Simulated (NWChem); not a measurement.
1,1-difluoroethane (C₂H₄F₂); SMILES CC(F)F

Computed with NWChem. Structure relaxed at the PBE0/def2-SVP level. Level B3LYP/def2-SVP: energy and gradient; each run changes one setting, and changes count from the defaults (medium grid, exact Coulomb integrals, symmetry on).

```
setting          size of the energy change (μHa)  largest change of a gradient component (μHa/bohr)  time, defaults = 1 (rough)
---------------  -------------------------------  -------------------------------------------------  --------------------------
defaults                                    < 10                                               < 30                     about 1
symmetry off                                < 10                                        other frame                     about 1
coarse grid                                   10                                                100                     about 1
extra-fine grid                             < 10                                               < 30                           3
```
